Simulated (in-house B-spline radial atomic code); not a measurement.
# Al VII (Al6+): [He] 2s2 2p3

All numbers are computed (Dirac-Kohn-Sham CAM-B3LYP, spherical fractional occupations, exact exchange averaged over the configuration; Fermi nucleus of rms radius 3.061 fm) with a radial B-spline atomic code at the basis-set limit, not measured.

Screening seen three ways: the hydrogenic charge with the same mean radius, Z_r = [3n² - l(l+1)]/(2<r>), the one with the same energy, Z_e = n√(-2ε), and Slater's rules. Values are occupation-weighted means over j.

```tsv
shell	electrons	ε (eV)	<r> (bohr)	Z_r	Z_e	Slater
1s	2	-1712.1	0.1198	12.52	11.22	12.70
2s	2	-257.31	0.5677	10.57	8.70	9.90
2p	3	-223.43	0.5142	9.72	8.10	9.90
```

The least bound orbital is 2p3/2 at -223.2 eV, while the most diffuse is 2s1/2 (<r> = 0.5677 bohr against 0.5147 bohr): energy order and size order differ.

Spin-orbit splittings of the orbital energies (j = l + 1/2 above j = l - 1/2 when positive): 2p 0.5925 eV.

For the 1s electron the small component carries 0.212 % of the norm, the zero-frequency Breit interaction raises the level by 0.8526 eV, self-energy by 0.3701 eV, and vacuum polarisation lowers it by 0.02222 eV.
